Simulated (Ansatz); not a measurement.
Species: SnO (charge -1, doublet). 
Structure (B3LYP-D3(BJ)/def2-TZVP (Ansatz, a program for electronic structure) minimum search):
```
Sn
O 1 1.8955
```
Charge -1, spin multiplicity 2.

Parts of the frozen-core correlation energy in def2-SVP (Ansatz, hartree). Frozen orbitals: 10; correlated occupied orbitals by spin: 6 and 5; virtual: 24 and 25. Open shells are spin-unrestricted. No spin-orbit coupling. Past Kr the def2 sets carry scalar-relativistic core potentials.

```json
[
 {"term": "reference (HF)", "value": "-288.12026"},
 {"term": "MP2 opposite-spin", "value": "-0.14929"},
 {"term": "MP2 same-spin", "value": "(withheld)"},
 {"term": "CCSD correlation", "value": "(withheld)"},
 {"term": "(T)", "value": "(withheld)"},
 {"term": "CCSDT minus CCSD(T)", "value": "-0.00427"},
 {"term": "CCSDT(Q) minus CCSD(T)", "value": "-0.00787"},
 {"term": "T1 diagnostic", "value": "0.124"},
 {"term": "largest doubles amplitude", "value": "0.198"},
 {"term": "<S^2> of the reference", "value": "1.540"}
]
```

Task: Fill in the missing entries.

Result: 
- MP2 same-spin, value: -0.05457
- CCSD correlation, value: -0.25218
- (T), value: -0.01057
